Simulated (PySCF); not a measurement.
# Peak assignment

Atom-mapped SMILES (the numbers label the heavy atoms): `[CH3:1][B:2]([OH:3])[O:4][CH:5]([CH3:6])[CH3:7]`. Each H is labelled by its parent atom.

Calculated, not measured (PySCF 2.14): structure optimised with PBE0-D3(BJ)/def2-SVP, J couplings at B3LYP/pcJ-1 (spin–dipole term only in couplings to heteroatoms), shielding tensors at PBE0/pcSseg-1 (GIAO). Fast rotation and ring inversion assumed for equivalent nuclei, one conformer, in vacuum, relativity neglected.

Scale: TMS for 13C (184.41 ppm), 1H (31.27 ppm) (reference shieldings calculated alike).

Task: Assign these signals to the numbered atoms. 13C{1H} NMR (computed): δ 65.3 (CH), 25.4 (CH3), -1.1 (CH3).

Result: 
```tsv
δ (ppm)	atoms	environment	reason
65.3	C5	sp3 CH bonded to O	pulled downfield by the heteroatom
25.4	C6/C7	methyl carbon	saturated and bonded to C and H only
-1.1	C1	methyl carbon bonded to B	–
```

Task: Assign these signals to the numbered atoms. 1H NMR (500 MHz, computed): δ 4.43 (sept, J = 6.9 Hz, 1H), 3.44 (br s, 1H), 1.19 (d, J = 6.9 Hz, 6H), 0.15 (s, 3H).

Result: 
| δ (ppm) | atoms | environment | reason |
| --- | --- | --- | --- |
| 4.43 | H(C5) | hydrogen on an sp3 CH bonded to O | its carbon carries O, an electronegative neighbour |
| 3.44 | H(O3) | hydrogen on an oxygen bonded to B | exchangeable; this is the value without hydrogen bonding to other molecules |
| 1.19 | H(C6)/H(C7) | hydrogen on a methyl carbon | – |
| 0.15 | H(C1) | hydrogen on a methyl carbon bonded to B | – |

The OH or NH signal is concentration- and solvent-dependent in practice; the value given is the gas-phase one. A carbon bonded to boron is broadened by the quadrupolar boron nucleus and is often missing from a measured spectrum. Multiplet labels drop couplings under 1 Hz and merge nearly equal ones. Unscaled 3J(H,H) at this level run about 10 % above measured values. Shifts are as computed. Against solution values, carbons near 30 ppm lie about +2 ppm off and those near 130 ppm about +5 ppm. Of 1211 compounds with measured shifts, 218 miss one by over three times the rms of a fit or turn the order of signals round; such compounds aren't used in these exercises.
